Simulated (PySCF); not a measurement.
# C (carbon, neutral): LDA calculation

Configuration: [He] 2s2 2p2, high-spin 3P determinant. Calculation: PySCF 2.14, in cc-pVDZ-DK (3s2p1d, 14 functions); the spin-free X2C one-electron Hamiltonian (Gaussian nucleus).

| Quantity | Value |
| --- | --- |
| Total energy | -37.4725 hartree |
| One-electron energy | -50.4565 hartree |
| Hartree (Coulomb) energy | 17.8211 hartree |
| Exchange-correlation energy | -4.8371 hartree |
| ⟨S²⟩ | 2.0016 |
| ⟨L²⟩ | 2.003 |
| Sum of ⟨r⟩ | 7.117 bohr |
| Sum of ⟨r²⟩ | 13.56 bohr² |
| Traceless quadrupole moment −½Σ⟨3z² − r²⟩ along its main axis | 1.39 e·bohr² |
| Langevin diamagnetic susceptibility | -10.7 ×10⁻⁶ cm³/mol |
| Time after the integrals | 0.07 s of wall time on 1 thread of Neoverse-N1 (shared host) |

```
shell  electrons  mean orbital energy (hartree)  rms radius, mean of both spins (bohr)
 1s α          1                       -9.92292                                  0.315
 1s β          1                       -9.89075                                  0.315
 2s α          1                       -0.51976                                   1.75
 2s β          1                       -0.42691                                   1.75
 2p α          2                       -0.21380                                   1.90
```
